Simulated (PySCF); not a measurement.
Compound: C6H7N (charge +1 and doublet state).
Atom-mapped SMILES: `[CH2:1][CH+:2][n:3]1[cH:4][cH:5][cH:6][cH:7]1` (hydrogens: H8, H9 on C1; H10 on C2; H11 on C4; H12 on C5; H13 on C6; H14 on C7)

Cartesian coordinates in Å at the GFN2-xTB level; atoms count from 1:
```
atom  x, y, z in Å
C1    -2.4150    0.1956    0.3289
C2    -1.4806   -0.4019   -0.4298
N3    -0.1285   -0.1873   -0.3382
C4     0.5190    0.6979    0.5661
C5     1.8599    0.6326    0.3524
C6     2.0702   -0.2976   -0.6923
C7     0.8061   -0.7756   -1.0840
H8    -3.4550   -0.0407    0.1808
H9    -2.1937    0.9157    1.0983
H10   -1.7615   -1.1202   -1.1908
H11   -0.0332    1.2867    1.2714
H12    2.6201    1.1802    0.8740
H13    3.0134   -0.5912   -1.1145
H14    0.5781   -1.4946   -1.8495
```

The hyperfine couplings belong to this conformer and change with its torsions.

Level of theory: UKS B3LYP, pcH-1 on C H N, non-relativistic, mean-field spin-orbit, GIAO (PySCF 2.14.0). One conformer (not necessarily the lowest) at the GFN2-xTB geometry, without solvent, vibrations or thermal averaging. A GFN2-xTB geometry isn't a minimum of the functional, and hyperfine couplings can be far from their values at a DFT geometry, by a factor of two or more for some ions and for spin on atoms past the first row. The SCF solution wasn't tested for stability.

**Question.** Where do the isotropic ENDOR lines of N3, H13, H11, H8, H9, H14, H12 and H10 fall at 3359.1 mT, to first order?

**Answer.** For S = 1/2 in fast tumbling each set of equivalent nuclei gives two lines, ν± = |νn ± a/2| to first order, with νn = g_N μN B/h and μN/h = 7.62259 MHz/T.

```csv
nuclei,isotope,g_N,νn (MHz),a_iso (MHz),lower line (MHz),upper line (MHz)
N3,14N,0.4038,10.34,2.58,9.05,11.63
H13,1H,5.5857,143.02,-30.68,127.68,158.36
H11,1H,5.5857,143.02,-28.81,128.62,157.43
H8,1H,5.5857,143.02,-14.88,135.58,150.46
H9,1H,5.5857,143.02,-13.88,136.08,149.96
H14,1H,5.5857,143.02,-8.76,138.64,147.40
H12,1H,5.5857,143.02,7.39,139.33,146.72
H10,1H,5.5857,143.02,-1.11,142.46,143.58
```

**Question.** Which pairs are centred on the nuclear Larmor frequency, and which on half the coupling?

**Answer.** Centred on νn, since |a| < 2νn: N3, H13, H11, H8, H9, H14, H12 and H10. No pair has |a| > 2νn.

**Question.** At what field would the lower line of H13 fall to zero frequency?

**Answer.** Where νn = |a|/2, that is B = 15.34 MHz/(5.5857 × 7.62259 MHz/T) = 360 mT, as far as first order holds there.

H8 and H9 aren't averaged: C1 is flat or nearly so (angle sum 360°), and its turn about the short C1–C2 bond (1.34 Å) is taken as slow. C4 and C7, with what hangs on them, aren't averaged: N3 is flat or nearly so (angle sum 360°), and its turn about the short N3–C2 bond (1.37 Å) is taken as slow.

The largest Mulliken spin populations are on C6 (+0.44), C4 (+0.39), C1 (+0.22) and C5 (-0.18). Three atoms exceed +0.15.

The SMILES draws the unpaired electron on C1; the largest computed Mulliken spin population is on C6 (0.44 against 0.22).
